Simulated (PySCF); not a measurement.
Nuclear quadrupole coupling in `O=C([O-])C#CCC(F)(F)F`

C5H2F3O2 (charge -1).
Structure used (GFN2-xTB), in Å, numbered top down from 1:
```
atom  x, y, z in Å
O1     3.5581    0.2442   -1.1604
C2     3.0082    0.7190   -0.1626
O3     3.4210    1.4396    0.7422
C4     1.5341    0.2848   -0.0738
C5     0.4423   -0.2143   -0.1579
C6    -0.8871   -0.8166   -0.2541
C7    -1.9533    0.0616    0.3627
F8    -2.0850    1.2555   -0.2316
F9    -1.7797    0.2945    1.6708
F10   -3.1853   -0.5176    0.2682
H11   -1.1620   -0.9753   -1.3023
H12   -0.9099   -1.7762    0.2728
```

Field gradients from the PBE0/pcSseg-1 density (PySCF, non-relativistic), principal values in atomic units, ordered |Vxx| ≤ |Vyy| ≤ |Vzz|:

```json
{"atom": "O1", "Vxx": "0.3917", "Vyy": "0.9261", "Vzz": "-1.3177"}
{"atom": "O3", "Vxx": "0.4813", "Vyy": "0.9216", "Vzz": "-1.4029"}
```

**Question.** Find the asymmetry η = (Vxx − Vyy)/Vzz and the couplings χ = eQV/h (234.96 MHz × Q in barn × V in au), with Q(17O) = −0.0256 b.

**Answer.** 
```json
{"atom": "O1", "environment": "carboxylate oxygen", "nucleus": "17O", "η": "0.41", "χzz (MHz)": "7.93", "χxx (MHz)": "-2.36", "χyy (MHz)": "-5.57"}
{"atom": "O3", "environment": "carboxylate oxygen", "nucleus": "17O", "η": "0.31", "χzz (MHz)": "8.44", "χxx (MHz)": "-2.89", "χyy (MHz)": "-5.54"}
```

The tensor is traceless: Vxx + Vyy + Vzz = 0.

**Question.** What is Vzz at O1 in SI units (1 au = 9.71736 × 10²¹ V/m²)?

**Answer.** -1.3177 au = -12.805 × 10²¹ V/m².

**Question.** What couplings would deuterons (Q(2H) = 0.00286 b) have in place of the hydrogens, at this geometry?

**Answer.** 
```json
{"atom": "H11", "bonded to": "C6", "bond length (Å)": "1.095", "Vzz (au)": "0.2953", "η": "0.04", "χzz (kHz)": "198"}
{"atom": "H12", "bonded to": "C6", "bond length (Å)": "1.095", "Vzz (au)": "0.2963", "η": "0.04", "χzz (kHz)": "199"}
```

Isolated species at its GFN2-xTB geometry, gas phase. The pcSseg-1 basis has no diffuse functions, a weakness for an anion. GFN2-xTB bond lengths can be off by several hundredths of an ångström, more for odd bonds, and the gradients follow them. With so small a basis the couplings can be 20 % off.

The run behind these numbers computed NMR shieldings as well. The run took 21 s of wall time on an Intel Xeon Platinum 8559C with one thread, on a shared host, and the process peaked at 0.80 GiB of memory.
